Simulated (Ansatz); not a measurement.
**H2In2NSi−: which of two structures lies lower**

Structure a is a singlet given by its coordinates and structure b is a singlet given by its coordinates. Both are isolated ions in the gas phase, relaxed with B3LYP-D3(BJ)/def2-SVPD.

a (Å):

```yaml
atoms:
  - { symbol: In, position_ang: [0.5715, 0.3885, -0.1104] }
  - { symbol: In, position_ang: [-2.4797, 1.1807, -0.2094] }
  - { symbol: N, position_ang: [-2.4323, 1.5574, 1.9784] }
  - { symbol: Si, position_ang: [-0.8659, 1.2014, 2.3056] }
  - { symbol: H, position_ang: [1.9828, 1.4181, -0.6152] }
  - { symbol: H, position_ang: [1.2603, -1.2943, -0.1281] }
```

Close contacts (Å): In1–In2 3.15, In1–Si4 2.93, In2–N3 2.22, In2–Si4 2.99, N3–Si4 1.64, In1–H5 1.82, In1–H6 1.82.

b (Å):

```yaml
atoms:
  - { symbol: In, position_ang: [-1.9927, 0.3115, -1.3321] }
  - { symbol: In, position_ang: [1.7409, -3.8236, -1.1942] }
  - { symbol: N, position_ang: [0.0146, -3.1311, -0.3625] }
  - { symbol: Si, position_ang: [-1.2329, -2.0922, -0.0781] }
  - { symbol: H, position_ang: [-2.2624, -2.7521, 0.8852] }
  - { symbol: H, position_ang: [-1.3048, 1.2307, 0.1680] }
```

Close contacts (Å): In1–Si4 2.82, In2–N3 2.04, N3–Si4 1.65, In1–H6 1.89, Si4–H5 1.56.

**Question.** Estimate E(b) − E(a) at the level CCSD(T)/def2-SVPD + ΔMP2/def2-TZVPPD.

**Answer.** Calculated at CCSD(T)/def2-SVPD + ΔMP2/def2-TZVPPD: E(b) − E(a) = +6.2 kcal/mol, so structure a lies lower.

How the difference moves with the method:

| level | geometry | E(b) − E(a) (kcal/mol) | departure from the last row (kcal/mol) | job, with rough time for the two |
| --- | --- | --- | --- | --- |
| B3LYP-D3(BJ)/def2-SVPD | B3LYP-D3(BJ)/def2-SVPD | −0.8 | −7.0 | optimisation, 3.4 min |
| HF/def2-SVPD | B3LYP-D3(BJ)/def2-SVPD | −8.2 | −14.4 | part of the CCSD(T) run |
| MP2/def2-SVPD | B3LYP-D3(BJ)/def2-SVPD | +8.5 | +2.3 | part of the CCSD(T) run |
| CCSD(T)/def2-SVPD | B3LYP-D3(BJ)/def2-SVPD | +5.5 | −0.7 | single point |
| CCSD(T)/def2-SVPD + ΔMP2/def2-TZVPPD | B3LYP-D3(BJ)/def2-SVPD | +6.2 |  | single point, 81 s |

B3LYP-D3(BJ)/def2-SVPD, HF/def2-SVPD put the two in the other order. The largest departure from CCSD(T)/def2-SVPD + ΔMP2/def2-TZVPPD is that of HF/def2-SVPD, 14.4 kcal/mol. Levels run at GFN2-xTB geometries aren't shown. The last row adds to CCSD(T) the change of the MP2 difference between the two basis sets, here +0.7 kcal/mol.

With harmonic frequencies from B3LYP-D3(BJ)/def2-SVPD (ideal gas, rigid rotor, one conformer each, 298.15 K, 1 atm): on the last row, ΔE + ΔZPE = +6.5 kcal/mol. A mode under 50 cm⁻¹ makes harmonic enthalpies and free energies unreliable, so none is given.

The T1 diagnostic of structure b is large, so the coupled-cluster value is less sure. The correlated steps freeze 14 core orbitals; the filled d shell of In is correlated, in a basis made for valence electrons. Atoms past krypton carry core potentials in the def2 sets and no spin–orbit term is included. Run with Ansatz 0.2.0; the last row on 2 threads of Intel(R) Xeon(R) Platinum 8259CL CPU @ 2.50GHz (Skylake/Cascade Lake) on a shared host.
